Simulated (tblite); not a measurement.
C5H9AsO2.
Cartesian coordinates in Å at the GFN2-xTB level; atoms count from 1:
```xyz
17
C5H9AsO2 angstrom
O      3.230   -0.249    0.483
C      2.123   -0.091    0.040
O      1.913    0.181   -1.268
C      0.851   -0.079    0.804
C     -0.183   -1.082    0.283
C     -1.574   -0.519    0.543
C     -1.605    0.873   -0.073
As     0.074    1.763    0.507
H      2.759    0.205   -1.740
H      1.074   -0.246    1.861
H     -0.048   -2.054    0.760
H     -0.051   -1.206   -0.795
H     -2.343   -1.167    0.118
H     -1.742   -0.451    1.622
H     -1.601    0.802   -1.164
H     -2.488    1.442    0.224
H     -0.395    1.891    1.943
```

All values are computed: GFN2-xTB (tblite) harmonic vibrations without scaling, gas phase. Errors from tens to a few hundred cm⁻¹ against measured bands are possible. Modes of hydrogen on arsenic can be 10 to 20 % off. One conformer, not necessarily the lowest.

Harmonic wavenumbers (cm⁻¹): 37.3, 59.5, 134.0, 222.2, 289.5, 307.8, 400.5, 469.1, 553.6, 566.6, 581.1, 628.6, 680.4, 707.1, 752.7, 824.5, 898.0, 899.5, 949.7, 989.1, 1021.7, 1070.9, 1084.2, 1109.2, 1141.1, 1165.5, 1222.0, 1227.4, 1243.6, 1264.6, 1317.7, 1333.5, 1447.3, 1476.5, 1487.7, 1782.9, 1852.1, 2936.7, 2948.0, 2950.9, 2961.9, 2968.6, 2974.0, 2980.9, 3465.6.

A = 2195, B = 1186, C = 933.4 MHz; mass 175.982 u (most abundant isotopes); point group C1, symmetry number 1.

Question: What is the zero-point energy?

Answer: ½Σν̃ = 28693 cm⁻¹ = 343.24 kJ/mol.

Question: Entropy at 350 K, 1 bar (ideal gas, RRHO, classical rotation)?

Answer: Translation 176.67, rotation 124.47, vibration 116.84: S = 418.0 J/(mol K).

Question: And Cp and H(350 K) − H(0)?

Answer: Cp = 163.18 J/(mol K), of which vibrations give 129.92 (their classical limit is 45 R = 374.2); H(350 K) − H(0) = 33.04 kJ/mol without the zero-point energy, 21.40 from vibrations.

Question: Blend soft modes into free rotors: weight 1/[1 + (100 cm⁻¹/ν̃)⁴] for the oscillator and the rest for a rotor with moment μB/(μ + B), μ = h/(8π²ν), B = 10⁻⁴⁴ kg m². What vibrational entropy results?

Answer: 104.66 J/(mol K) in place of 116.84, which changes −T·S at 350 K by +4.26 kJ/mol.

Question: What must be added to the electronic energy to get the Gibbs energy at 350 K and 1 bar?

Answer: ZPE + [H(350 K) − H(0)] − T·S = 343.24 + 33.04 − 146.29 = 229.99 kJ/mol.

Question: Which modes carry the vibrational entropy at 350 K?

Answer: 37.3 cm⁻¹: 23.91; 59.5 cm⁻¹: 20.04; 134.0 cm⁻¹: 13.38; 222.2 cm⁻¹: 9.35; 289.5 cm⁻¹: 7.34; 307.8 cm⁻¹: 6.89 J/(mol K); the other 39 give 35.92 together.

Hindered rotation and anharmonicity are outside this model. Other conformers, if any are populated, would add a mixing term that is left out. The structure is chiral; the term R ln 2 for an equal mix with its mirror image is left out.

Time: 0.47 s. Hardware: Arm Neoverse V2, one thread, shared host with 96 logical CPUs at a one-minute load of 21. This covers the Hessian and the dipole derivatives.
